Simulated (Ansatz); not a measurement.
Geometry optimisation, RKS PBE/def2-SVP in Ansatz 0.2.0.

Input file:

```yaml
crystal:
  periodic: [false, false, false]
  atoms:
    - { symbol: "N", position_ang: [0.11424, 0.72872, -1.13304] }
    - { symbol: C, position_ang: [0.17867, 0.1623, -0.00899] }
    - { symbol: Mg, position_ang: [1.82091, 1.09131, 0.97222] }
    - { symbol: Si, position_ang: [-1.13524, -1.17694, 0.28548] }
    - { symbol: H, position_ang: [0.82609, 1.46734, -1.31188] }
    - { symbol: H, position_ang: [2.03309, 0.42322, 2.51161] }
    - { symbol: H, position_ang: [-2.03575, -1.39296, -0.84254] }
    - { symbol: H, position_ang: [-0.38679, -2.40916, 0.59496] }
    - { symbol: H, position_ang: [-1.89009, -0.73871, 1.47369] }
basis:
  gaussian: { orbitals: def2-SVP }
hamiltonian:
  xc: pbe
relax:
  f_tol: 0.015
  max_steps: 40
```

Run as:

```bash
$ ansatz run input.yaml --threads 1 --pin off --max-ram 2048MiB --backend cpu --events-out ev --progress --plain --runs-dir out
```

Question: Where does it end, and by what steps?

Answer: It converged. After 12 steps the energy has fallen by 1.437 eV; H6 moved furthest, 0.93 Å.

```csv
step,energy less start (eV),largest force component (eV/Å),accepted
0,0.0000,3.700,yes
1,-0.6489,1.292,yes
2,-1.0890,0.702,yes
3,-1.3229,0.416,yes
4,-1.4096,0.206,yes
5,-1.4235,0.118,yes
6,-1.4321,0.120,yes
7,-1.4354,0.113,yes
8,-1.4366,0.048,yes
9,-1.4368,0.128,yes
10,-1.4370,0.058,yes
11,-1.4371,0.023,yes
12,-1.4372,0.003,yes
```

```xyz
9
Properties=species:S:1:pos:R:3
N 0.099 0.781 -1.259
C 0.116 0.167 -0.116
Mg 1.537 0.551 1.491
Si -1.205 -1.176 0.174
H 0.852 1.498 -1.335
H 2.747 1.007 2.620
H -2.158 -1.427 -0.967
H -0.480 -2.457 0.523
H -1.983 -0.789 1.412
```

Time of the run: 80 s on 1 thread of Intel(R) Xeon(R) Processor @ 2.50GHz (Skylake/Cascade Lake), on a shared host, peak memory 0.16 GiB.
